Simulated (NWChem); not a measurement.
System: C3H7FSi; SMILES F[SiH2]/C=C/C

Input file for NWChem:

```
start job
memory heap 200 mb stack 900 mb global 1100 mb
geometry units angstroms noautoz
  C      0.294636     2.936538     0.069872
  C     -0.246739     1.542737     0.200299
  C      0.308771     0.429226    -0.307439
  Si    -0.480511    -1.234005    -0.105645
  F      0.411272    -2.197124     0.846829
  H      1.227052     2.958104    -0.503018
  H      0.485133     3.373421     1.059488
  H     -0.432825     3.593494    -0.425842
  H     -1.178810     1.457904     0.763934
  H      1.242406     0.531311    -0.865456
  H     -0.619173    -1.936261    -1.409375
  H     -1.813067    -1.049533     0.528889
end
basis spherical
  * library 6-31g*
end
dft
  xc becke88 lyp
  iterations 200
  convergence diis 3
end
task dft gradient
```

Excerpt of the output:

```
             Northwest Computational Chemistry Package (NWChem) 7.3.0
             --------------------------------------------------------

 C1  symmetry detected

                             Geometry "geometry" -> ""
                             -------------------------

 Output coordinates in angstroms (scale by  1.889725989 to convert to a.u.)

  No.       Tag          Charge          X              Y              Z
 ---- ---------------- ---------- -------------- -------------- --------------
    1 C                    6.0000     0.28494294    -2.91442947    -0.01765759
    2 C                    6.0000    -0.08426585    -1.49353327    -0.32993662
    3 C                    6.0000     0.03146994    -0.44611598     0.50422057
    4 Si                  14.0000    -0.49458961     1.25890920     0.00806056
    5 F                    9.0000     0.77934205     2.25442583    -0.11893001
    6 H                    1.0000     0.67563681    -3.01836315     0.99950697
    7 H                    1.0000     1.04487403    -3.28174411    -0.72056610
    8 H                    1.0000    -0.58471925    -3.57676167    -0.12502046
    9 H                    1.0000    -0.48120302    -1.32729581    -1.33414944
   10 H                    1.0000     0.43330917    -0.62917440     1.50346703
   11 H                    1.0000    -1.40844280     1.86438836     1.01323212
   12 H                    1.0000    -1.16216111     1.17886181    -1.31870601

 Effective nuclear repulsion energy (a.u.)     214.5136920595

                                 NWChem DFT Module
                                 -----------------

 Summary of "ao basis" -> "ao basis" (spherical)
 ------------------------------------------------------------------------------
       Tag                 Description            Shells   Functions and Types
 ---------------- ------------------------------  ------  ---------------------
 C                           6-31g*                  6       14   3s2p1d
 Si                          6-31g*                  8       18   4s3p1d
 F                           6-31g*                  6       14   3s2p1d
 H                           6-31g*                  2        2   2s

            General Information
            -------------------
          SCF calculation type: DFT
          Wavefunction type:  closed shell.
          No. of atoms     :    12
          No. of electrons :    48
           Alpha electrons :    24
            Beta electrons :    24
          Charge           :     0
          Spin multiplicity:     1
          Use of symmetry is: off; symmetry adaption is: off
          Maximum number of iterations: 200
          AO basis - number of functions:    88
                     number of shells:    46
          Convergence on energy requested:  1.00D-06
          Convergence on density requested:  1.00D-05
          Convergence on gradient requested:  5.00D-04

              XC Information
              --------------
                    Becke 1988 Exchange Functional  1.000
              Lee-Yang-Parr Correlation Functional  1.000

             Grid Information
             ----------------
          Grid used for XC integration:  medium
          Radial quadrature: Mura-Knowles
          Angular quadrature: Lebedev.
          Tag              B.-S. Rad. Rad. Pts. Rad. Cut. Ang. Pts.
          ---              ---------- --------- --------- ---------
          C                   0.70       49          12.0       434
          Si                  1.10       88          11.0       590
          F                   0.50       49          13.0       434
          H                   0.35       45          13.0       434
          Grid pruning is: on
          Number of quadrature shells:   599
          Spatial weights used:  Erf1

      Superposition of Atomic Density Guess
      -------------------------------------

 Sum of atomic energies:        -504.65802976

      Non-variational initial energy
      ------------------------------

 Total energy =    -507.020011
 1-e energy   =   -1120.848928
 2-e energy   =     399.315225
 HOMO         =      -0.310340
 LUMO         =      -0.005877

   convergence    iter        energy       DeltaE   RMS-Dens  Diis-err
 ---------------- ----- ----------------- --------- --------- ---------
 d= 0,ls=0.0,diis     1   -507.7107278228 -7.22D+02  1.73D-02  6.89D-01
 d= 0,ls=0.0,diis     2   -507.6173881818  9.33D-02  1.08D-02  1.89D+00
 d= 0,ls=0.0,diis     3   -507.7823845377 -1.65D-01  2.47D-03  8.14D-02
  Resetting Diis
 d= 0,ls=0.0,diis     4   -507.7881836063 -5.80D-03  1.36D-03  1.20D-02
 d= 0,ls=0.0,diis     5   -507.7891077741 -9.24D-04  2.02D-03  6.27D-03
 d= 0,ls=0.0,diis     6   -507.7834486038  5.66D-03  1.52D-03  4.67D-02
 d= 0,ls=0.0,diis     7   -507.7899683734 -6.52D-03  7.31D-05  4.97D-05
 d= 0,ls=0.0,diis     8   -507.7899734585 -5.09D-06  3.33D-05  8.12D-06
 d= 0,ls=0.0,diis     9   -507.7899738343 -3.76D-07  1.58D-05  4.12D-06
 d= 0,ls=0.0,diis    10   -507.7899742295 -3.95D-07  5.22D-06  1.06D-07

         Total DFT energy =     -507.789974229468
      One electron energy =    -1125.154871747854
           Coulomb energy =      453.094878051365
    Exchange-Corr. energy =      -50.243672592504
 Nuclear repulsion energy =      214.513692059525

 Numeric. integr. density =       47.999992912976

                       DFT Final Molecular Orbital Analysis
                       ------------------------------------

 Vector   22  Occ=2.000000D+00  E=-2.780796D-01
              MO Center= -6.0D-01,  1.5D+00, -1.9D-01, r^2= 2.7D+00
   Bfn.  Coefficient  Atom+Function         Bfn.  Coefficient  Atom+Function
  ----- ------------  ---------------      ----- ------------  ---------------
    65      0.346251   5 F  pz               88      0.336291  12 H  s
    51     -0.295392   4 Si pz               86     -0.280326  11 H  s
    69      0.254154   5 F  pz               87      0.237872  12 H  s
    85     -0.204578  11 H  s                47      0.122917   4 Si pz
    59     -0.088007   4 Si d  1             64      0.083702   5 F  py

 Vector   23  Occ=2.000000D+00  E=-2.648270D-01
              MO Center= -1.3D-01,  1.5D-01,  1.9D-01, r^2= 3.9D+00
   Bfn.  Coefficient  Atom+Function         Bfn.  Coefficient  Atom+Function
  ----- ------------  ---------------      ----- ------------  ---------------
    32      0.323559   3 C  py               50     -0.267624   4 Si py
    64      0.219986   5 F  py                4      0.195230   1 C  py
    18     -0.175044   2 C  py               86     -0.173991  11 H  s
     6      0.172126   1 C  s                84     -0.169546  10 H  s
    68      0.161883   5 F  py               49      0.159696   4 Si px

 Vector   24  Occ=2.000000D+00  E=-2.311829D-01
              MO Center= -3.2D-02, -9.6D-01,  1.1D-01, r^2= 2.4D+00
   Bfn.  Coefficient  Atom+Function         Bfn.  Coefficient  Atom+Function
  ----- ------------  ---------------      ----- ------------  ---------------
    31      0.368894   3 C  px               17      0.332714   2 C  px
    35      0.245365   3 C  px               21      0.225298   2 C  px
    33     -0.140691   3 C  pz               86      0.124337  11 H  s
    80      0.123279   8 H  s                78     -0.121677   7 H  s
    19     -0.119916   2 C  pz                3     -0.114033   1 C  px

 Vector   25  Occ=0.000000D+00  E=-4.111131D-02
              MO Center= -1.5D-01, -5.8D-01, -1.7D-03, r^2= 3.6D+00
   Bfn.  Coefficient  Atom+Function         Bfn.  Coefficient  Atom+Function
  ----- ------------  ---------------      ----- ------------  ---------------
    21      0.460304   2 C  px               17      0.415311   2 C  px
    35     -0.337055   3 C  px               53     -0.282293   4 Si px
    31     -0.271462   3 C  px               54     -0.256014   4 Si py
    66      0.211647   5 F  s                23     -0.196051   2 C  pz
    80      0.194426   8 H  s                49     -0.192409   4 Si px

 Vector   26  Occ=0.000000D+00  E= 3.717230D-02
              MO Center= -4.9D-01,  9.0D-01,  7.1D-02, r^2= 4.7D+00
   Bfn.  Coefficient  Atom+Function         Bfn.  Coefficient  Atom+Function
  ----- ------------  ---------------      ----- ------------  ---------------
    54      0.780895   4 Si py               53      0.602788   4 Si px
    20      0.445259   2 C  s                66     -0.431272   5 F  s
    35     -0.426796   3 C  px               31     -0.268563   3 C  px
    21      0.256662   2 C  px               37      0.251289   3 C  pz
    88      0.251740  12 H  s                50      0.249997   4 Si py

 Vector   27  Occ=0.000000D+00  E= 5.722214D-02
              MO Center= -2.5D-01,  6.9D-01,  2.7D-02, r^2= 6.3D+00
   Bfn.  Coefficient  Atom+Function         Bfn.  Coefficient  Atom+Function
  ----- ------------  ---------------      ----- ------------  ---------------
    34      1.070584   3 C  s                53     -0.814436   4 Si px
    54      0.763190   4 Si py                6      0.566869   1 C  s
    82     -0.417481   9 H  s                78     -0.384751   7 H  s
    55     -0.374213   4 Si pz               20      0.359608   2 C  s
    88     -0.328953  12 H  s                36      0.326222   3 C  py

     Multipole analysis of the density
     ---------------------------------

     L   x y z        total         alpha         beta         nuclear
     -   - - -        -----         -----         ----         -------
     0   0 0 0     -0.000000    -24.000000    -24.000000     48.000000

     1   1 0 0     -0.214010     -0.107005     -0.107005      0.000000
     1   0 1 0     -0.914131     -0.457065     -0.457065      0.000000
     1   0 0 1      0.023954      0.011977      0.011977      0.000000

     2   2 0 0    -29.066198    -41.441994    -41.441994     53.817790
     2   1 1 0     -1.403855      6.838093      6.838093    -15.080040
     2   1 0 1      0.590274     -1.019500     -1.019500      2.629274
     2   0 2 0    -28.222632   -323.308411   -323.308411    618.394190
     2   0 1 1      0.556706     -0.791377     -0.791377      2.139459
     2   0 0 2    -27.419424    -32.722971    -32.722971     38.026519

            General Information
            -------------------
          SCF calculation type: DFT
          Wavefunction type:  closed shell.
          No. of atoms     :    12
          No. of electrons :    48
           Alpha electrons :    24
            Beta electrons :    24
          Charge           :     0
          Spin multiplicity:     1
          Use of symmetry is: off; symmetry adaption is: off
          Maximum number of iterations: 200
          AO basis - number of functions:    88
                     number of shells:    46
          Convergence on energy requested:  1.00D-06
          Convergence on density requested:  1.00D-05
          Convergence on gradient requested:  5.00D-04

              XC Information
              --------------
                    Becke 1988 Exchange Functional  1.000
              Lee-Yang-Parr Correlation Functional  1.000

             Grid Information
             ----------------
          Grid used for XC integration:  medium
          Radial quadrature: Mura-Knowles
          Angular quadrature: Lebedev.
          Tag              B.-S. Rad. Rad. Pts. Rad. Cut. Ang. Pts.
          ---              ---------- --------- --------- ---------
          C                   0.70       49          12.0       434
          Si                  1.10       88          11.0       590
          F                   0.50       49          13.0       434
          H                   0.35       45          13.0       434
          Grid pruning is: on
          Number of quadrature shells:   599
          Spatial weights used:  Erf1

          Convergence Information
          -----------------------
          Convergence aids based upon iterative change in
          total energy or number of iterations.
          Levelshifting, if invoked, occurs when the
          HOMO/LUMO gap drops below (HL_TOL):  1.00D-02
          DIIS, if invoked, will attempt to extrapolate
          using up to (NFOCK):  3 stored Fock matrices.

                    Damping( 0%)  Levelshifting(0.5)       DIIS
                  --------------- ------------------- ---------------
          dE  on:    start            ASAP                start
          dE off:    2 iters        200 iters           200 iters

                            NWChem DFT Gradient Module
                            --------------------------

  charge          =   0.00
  wavefunction    = closed shell

                         DFT ENERGY GRADIENTS

    atom               coordinates                        gradient
                 x          y          z           x          y          z
   1 C       0.538464  -5.507473  -0.033368    0.000021  -0.000281  -0.000167
   2 C      -0.159239  -2.822369  -0.623490    0.000249   0.005168   0.003509
   3 C       0.059470  -0.843037   0.952839    0.000218  -0.006416  -0.003520
   4 Si     -0.934639   2.378993   0.015232    0.003939   0.002466  -0.000587
   5 F       1.472743   4.260247  -0.224745   -0.007637  -0.006081   0.000794
   6 H       1.276768  -5.703879   1.888794   -0.001736   0.000729  -0.004401
   7 H       1.974526  -6.201597  -1.361672   -0.003238   0.002014   0.003095
   8 H      -1.104959  -6.759099  -0.236254    0.003615   0.003261   0.000574
   9 H      -0.909342  -2.508225  -2.521177    0.001813  -0.000656   0.004647
  10 H       0.818836  -1.188967   2.841141   -0.001806   0.000718  -0.004587
  11 H      -2.661571   3.523183   1.914731    0.002597  -0.001350  -0.002514
  12 H      -2.196166   2.227726  -2.491993    0.001966   0.000428   0.003156
```

Level: BLYP/6-31G* (spherical d). Structure relaxed at the B3LYP/6-31G* (spherical d) level.
